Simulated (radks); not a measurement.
Values are calculated unless marked as measured or tabulated.
Neutral rhodium: order these configurations by energy. Code: a radial shooting solver on a logarithmic mesh with Libxc functionals. Model: scalar-relativistic Kohn-Sham, PBEsol, spin-polarised, spherical densities, finite nucleus; Fermi nuclear charge, rms radius of each element as measured or else 0.836 A^(1/3) + 0.57 fm. Open shells are filled with parallel spins first. [Kr] 4d7 5s1 5p1; [Kr] 4d7 5s2; [Kr] 4d8 5p1; [Kr] 4d8 5s1; [Kr] 4d9.

Answer. From the lowest, in eV above it: [Kr] 4d8 5s1 0.000; [Kr] 4d9 0.005; [Kr] 4d7 5s2 2.025; [Kr] 4d8 5p1 3.825; [Kr] 4d7 5s1 5p1 5.001.
